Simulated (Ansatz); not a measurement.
```yaml
crystal:
  periodic: [false, false, false]
  atoms:
    - {symbol: Cl, position_ang: [-1.806124, -1.746080, 1.177903]}
    - {symbol: C, position_ang: [-0.656522, -0.776854, 0.432109]}
    - {symbol: Cl, position_ang: [-1.015585, 2.123500, 0.509156]}
    - {symbol: B, position_ang: [0.056927, 0.655182, 0.547134]}
    - {symbol: C, position_ang: [0.689365, 0.064160, -0.852324]}
    - {symbol: O, position_ang: [-0.044091, -1.244150, -0.580237]}
    - {symbol: H, position_ang: [0.830692, 0.620264, 1.474948]}
    - {symbol: H, position_ang: [1.746877, -0.179622, -0.933532]}
    - {symbol: H, position_ang: [0.286962, 0.437299, -1.792157]}
basis:
  gaussian: {orbitals: pcseg-2, fitting: {mean_field: def2-universal-jkfit}}
total_charge: -1
magnetization: {spin_polarized: false, initial_magnetization: 1}
hamiltonian: {xc: {name: B97}}
output: {forces: true}
```

```sh
$ ansatz run in.yaml --threads 4 --pin off --events-out ev --progress --plain --max-ram 10444MiB
```

It prints (some lines left out):

```
Functional definition: B97
612 factors; integrals over basis functions are off by at most 1.0e0 eV
mean field evaluation 1: about -29885.7022 eV, gradient 3.9e1 eV
mean field evaluation 2: about -29885.7021 eV, gradient 3.9e1 eV
mean field evaluation 4: about -29889.6326 eV, gradient 6.8e0 eV
mean field evaluation 8: about -29889.7447 eV, gradient 1.2e-1 eV
mean field evaluation 16: about -29889.7446 eV, gradient 7.3e-5 eV
mean field -29889.74460623 eV, -1098.4278542824 hartree, gradient 2.4e-5 eV, S^2 0.750000; 0 other end points of the search recorded, 0 dependent functions left out
reference -29889.74463680 eV, -1098.4278554057 hartree; 32, 31 occupied and 198, 199 virtual orbitals, 612 factors
Total energy: -29889.74463680 eV, -1098.4278554057 hartree
Atom 0 at    -1.806124    -1.746080     1.177903 Å, force    -1.381719    -1.269317     0.920361 eV/Å
Atom 1 at    -0.656522    -0.776854     0.432109 Å, force    -1.183129     3.536882     3.166496 eV/Å
Atom 2 at    -1.015585     2.123500     0.509156 Å, force    -0.570601     1.333299    -0.032101 eV/Å
Atom 3 at     0.056927     0.655182     0.547134 Å, force     0.258974    -1.778703     0.536659 eV/Å
Atom 4 at     0.689365     0.064160    -0.852324 Å, force    -0.560129    -0.753207     0.155264 eV/Å
Atom 5 at    -0.044091    -1.244150    -0.580237 Å, force     2.907603    -1.976689    -4.740307 eV/Å
Atom 6 at     0.830692     0.620264     1.474948 Å, force     0.298218     0.682204     0.206642 eV/Å
Atom 7 at     1.746877    -0.179622    -0.933532 Å, force     0.177444     0.067264    -0.046053 eV/Å
Atom 8 at     0.286962     0.437299    -1.792157 Å, force     0.053338     0.158268    -0.166961 eV/Å
Dipole moment:    -0.005588    -0.270077    -0.240270 e Å
```

It took 12 s on 4 threads of an Arm Neoverse V1 on a shared host, with 0.83 GiB of host memory at the peak.
